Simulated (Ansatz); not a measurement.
Gas-phase electronic energies from Ansatz, PBE0-D4/def2-TZVP geometries. CCSD(T)/CBS adds triple-zeta CCSD(T) − MP2 to the extrapolated MP2 energy (def2 sets, frozen cores). This one scheme is used for every species. DFT in def2-TZVPP. HSE06 is defined as in plane-wave codes. One conformer a species, not always the lowest.

Reaction (formal exchange of groups at the Si–C bond): `O[SiH2]CCl` + `CC` → `CC[SiH2]O` + `CCl`

```csv
level,ΔE (kJ/mol)
B97M-V,6.2
r2SCAN0-D4,5.7
HSE06-D4,5.1
revPBE,5.2
CAM-B3LYP,5.8
CCSD(T)/def2-SVP,7.2
HF/def2-QZVPP,5.1
CCSD/CBS(def2),5.4
```

Task: What does CCSD(T)/CBS give? (An estimate is asked.)

Result: Ansatz gave: +5.8 kJ/mol. The listed levels differ from it by 0.4, -0.1, -0.7, -0.6, 0.0, 1.4, -0.7, -0.4 kJ/mol.

Task: What do rigid-rotor, harmonic-oscillator terms from PBE0-D4/def2-TZVP frequencies (298.15 K, 1 bar) make of the CCSD(T)/CBS value? (Best estimate.)

Result: Ansatz gave: ΔZPE = -0.9 kJ/mol, ΔH = +5.5 kJ/mol, ΔS = 12 J/(mol·K), ΔG = +1.8 kJ/mol.

Largest T1 diagnostic among the species: 0.010.

Leaving LDA and LC-ωPBE aside and taking each functional with its dispersion term where it has one, the values, not all of them listed here, spread over 1.9 kJ/mol, from PBE0-D4 to BLYP-D4.
